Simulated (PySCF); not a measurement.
# Krypton: a sound run and one with changed settings

Sound run: Kr [Kr], Kr⁺ [Ar] 3d10 4s2 4p5. Calculation: PySCF 2.14, in x2c-TZVPall; the spin-free X2C one-electron Hamiltonian (Gaussian nucleus). The sound run starts from symmetry-adapted Hartree-Fock orbitals and uses a fine grid where one is needed.

Changed run: 26 angular points. This setting is unsound on purpose.

| species | method | sound run (hartree) | changed run (hartree) | converged |
| --- | --- | --- | --- | --- |
| Kr | UHF | -2788.17927 | -2788.17927 | yes |
| Kr | B3LYP | -2790.06318 | -2790.06318 | yes |
| Kr | PBE | -2789.65463 | -2789.65463 | yes |
| Kr⁺ | UHF | -2787.69941 | -2787.69941 | yes |
| Kr⁺ | B3LYP | -2789.54337 | -2789.54325 | yes |
| Kr⁺ | PBE | -2789.13900 | -2789.13898 | yes |

Ionisation energy of Kr:

```json
{"method": "UHF", "sound run (eV)": "13.057", "changed run (eV)": "13.057"}
{"method": "B3LYP", "sound run (eV)": "14.145", "changed run (eV)": "14.148"}
{"method": "PBE", "sound run (eV)": "14.031", "changed run (eV)": "14.032"}
```

A coarse angular grid integrates products of high-l functions wrongly, so density functionals can shift, and the SCF can exploit the error; Hartree-Fock and MP2 need no grid.

For comparison, NIST gives 14.000 eV between the lowest levels.
